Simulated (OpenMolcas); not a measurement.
An atom or ion with 21 electrons was computed by MS-RASPT2, IPEA 0.25 Eh, imaginary shift 0.1 Eh with spin-orbit coupling (OpenMolcas, ANO-RCC-VQZP, DKH2). The lowest levels that the run gave, each within 12 % of the measured value where one is at hand:

```tsv
J	Parity	E (eV)	g
3/2	even	0.0000	0.399
5/2	even	0.0464	1.029
7/2	even	0.1092	1.239
9/2	even	0.1866	1.334
1/2	even	2.134	2.657
3/2	even	2.152	1.727
5/2	even	2.208	1.601
7/2	even	2.261	0.889
9/2	even	2.326	1.109
3/2	even	2.916	1.201
1/2	even	2.919	0.680
9/2	even	3.131	0.911
```

Task: Which ion is it, and what are the configurations and terms?

Result: Mn4+ (Z = 25, charge +4; active space 9 electrons in 8 orbitals (RAS1 3p, at most 2 holes; RAS2 3d)). J, parity and g give the terms where levels are pure, and mixed ones are named by the computed weights; the size of the splittings, set against known spectra of the 21-electron sequence, gives the charge. In order, with the measured energies in eV (Corliss and Sugar, J. Phys. Chem. Ref. Data 6, 1253 (1977)): 3d3 4F 3/2, 3d3 4F 5/2 (0.0445), 3d3 4F 7/2 (0.1035), 3d3 4F 9/2 (0.1751), 3d3 4P 1/2 (2.0376), 3d3 4P 3/2 (2.0575), 3d3 4P 5/2 (2.1138), 3d3 2G 7/2 (2.2184), 3d3 2G 9/2 (2.2812), 3d3 2P 3/2 [72 %] (2.8416), 3d3 2P 1/2 (2.8618), 3d3 2H 9/2 (3.0965).

CASPT2 does not keep the components of a term degenerate, so their means are used; among the terms shown or strongly mixed into the levels shown the widest spread is 1200 cm-1 (3d3 4F). Active for correlation alone: 3p; no level in the range computed is led by a configuration that opens it, so any true level of that kind is missing. The CASPT2 spread within a term exceeds the gap to the next term for 3d3 2D(1) and 3d3 2H, so the order of their levels is uncertain. Measured partners are found by configuration, term and J. A level has none where our copy of the source lacks it or the pairing is in doubt (some pairs that miss far off the trend of their configuration count as doubtful), and it then counts in no deviation. Levels of configurations outside the active space are missing.

A share in square brackets marks a mixed level and gives the weight of the term that names it. A number in round brackets counts repeated terms of one configuration in the order of the reference energies.
